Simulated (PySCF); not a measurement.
C3F5, SMILES FC(=[C]C(F)(F)F)F, multiplicity 2.

Geometry: B3LYP-D3(BJ)/def2-SVP. The isomer is the one that the SMILES or the coordinates give; other isomers of the formula were not compared.

Calculation: PySCF 2.14.0 with TDA-PBE/def2-SVPD.

Vertical excitations. The molecule is in vacuum.

Computed lowest excited states:
```json
[
 {"state": "root 1", "energy (eV)": "1.75", "λ (nm)": "709", "f": "0.001", "main pairs": "β HOMO→LUMO 99 %"},
 {"state": "root 2", "energy (eV)": "4.75", "λ (nm)": "261", "f": "0.001", "main pairs": "β HOMO−1→LUMO 100 %"},
 {"state": "root 3", "energy (eV)": "4.75", "λ (nm)": "261", "f": "0.000", "main pairs": "α HOMO→LUMO 46 %, β HOMO→LUMO+1 50 %"},
 {"state": "root 4", "energy (eV)": "4.95", "λ (nm)": "251", "f": "0.002", "main pairs": "β HOMO−2→LUMO 96 %"},
 {"state": "root 5", "energy (eV)": "5.37", "λ (nm)": "231", "f": "0.000", "main pairs": "β HOMO−4→LUMO 99 %"},
 {"state": "root 6", "energy (eV)": "5.44", "λ (nm)": "228", "f": "0.017", "main pairs": "β HOMO−3→LUMO 98 %"},
 {"state": "root 7", "energy (eV)": "5.84", "λ (nm)": "212", "f": "0.002", "main pairs": "β HOMO−5→LUMO 98 %"},
 {"state": "root 8", "energy (eV)": "5.88", "λ (nm)": "211", "f": "0.002", "main pairs": "α HOMO−1→LUMO 98 %"},
 {"state": "root 9", "energy (eV)": "6.27", "λ (nm)": "198", "f": "0.000", "main pairs": "β HOMO−6→LUMO 100 %"},
 {"state": "root 10", "energy (eV)": "6.37", "λ (nm)": "195", "f": "0.000", "main pairs": "β HOMO−8→LUMO 99 %"}
]
```
Unrestricted roots are not spin-pure.
